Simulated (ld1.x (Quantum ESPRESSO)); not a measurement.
# Before and after: TM potential for Rb

```
Element                 : rubidium (Rb)
Generator               : ld1.x (Quantum ESPRESSO) 7.5
Type                    : norm-conserving Troullier–Martins (Kleinman–Bylander form)
Functional              : PBE
Relativity              : scalar-relativistic
Frozen core             : [Ar] 3d10
Valence charge          : 9
Reference configuration : 4s2 4p6 4d1 5s0 5p0
Partial waves           : 4s (bound): rc 1.80 bohr; 4p (bound): rc 1.65 bohr; 4d (bound): rc 4.20 bohr
Local potential         : all-electron potential smoothed inside 2.05 bohr (lloc = -1)
Core correction         : Bessel-smoothed model core inside 0.95 bohr
```

All-electron outer shells of the reference configuration (PBE, scalar-relativistic, ld1.x):

```tsv
shell	level (eV)	outermost node (bohr)	outermost maximum (bohr)
3p	-226.15	0.19	0.44
3d	-105.23	–	0.39
4s	-33.11	0.62	1.25
4p	-17.18	0.64	1.42
5s	-2.86	1.78	4.11
5p	-1.33	2.19	6.53
4d	-0.63	0.70	6.95
```

Change: local potential all-electron potential smoothed inside 3.98 bohr (lloc = -1).

Cutoffs: the cutoffs (Ry, on a coarse ladder) from which the occupation-weighted sum of valence levels, in a spherical-Bessel basis at the reference potential, stays within 10 and 1 mRy of its value at 400 Ry; they do not see the model core or the augmentation charge, which bear on the density cutoff. Errors are all-electron minus pseudo energies relative to the spin-unpolarised reference configuration.

Task: Predict the effect on cutoff, ghosts and configuration errors.

Result: The potential gets neither clearly harder nor softer (40 Ry and 70 Ry → 40 Ry and 70 Ry); the bound ghost in d disappears; of the 7 tests that both files solve, the error grows in 6 and shrinks in 1 by more than 15 % and 0.3 meV (median size 2.2 → 438.8 meV); the range in which the s phases agree narrows (upper end 4.5 → -0.6); the range in which the p phases agree narrows (upper end 2.1 → -0.3). In the separable form a ghost depends on how the local part lies against the semilocal potential of the channel, so the choice of the local part can create or remove one.

```csv
quantity,base,changed
"cutoff, loose",40 Ry,40 Ry
"cutoff, tight",70 Ry,70 Ry
bound ghosts,d,none
"error for 4s2 4p6 4d0 5s1 5p0, meV [ΔE -2.24 eV]",-3.4,-649
"error for 4s2 4p6 4d0 5s0 5p0, meV [ΔE 1.91 eV]",+2.2,+1.4
"error for 4s2 4p6 4d0 5s0.5 5p0, meV [ΔE -0.66 eV]",-1.4,-439
"error for 4s2 4p6 4d0 5s0 5p1, meV [ΔE -0.72 eV]",+0.5,-139
"error for 4s2 4p5 4d0 5s1 5p0, meV [ΔE 18.90 eV]",+13,-1850
"error for 4s1 4p6 4d0 5s1 5p0, meV [ΔE 35.49 eV]",-15,-2072
"error for 4s2 4p6 4d0.5 5s0.5 5p0, meV [ΔE -1.12 eV]",-1.6,-342
s: phases at 4.57 bohr within 0.05 rad from the reference energy up to (Ry; the scan ends near 5),4.5,-0.6
p: phases at 4.57 bohr within 0.05 rad from the reference energy up to (Ry; the scan ends near 5),2.1,-0.3
d: phases at 4.57 bohr within 0.05 rad from the reference energy up to (Ry; the scan ends near 5),n/a,0.5
```

 A true bound ghost makes a file unfit for plane-wave use even where its test errors are small: the radial tests pick states by their node count and pass the ghost by.
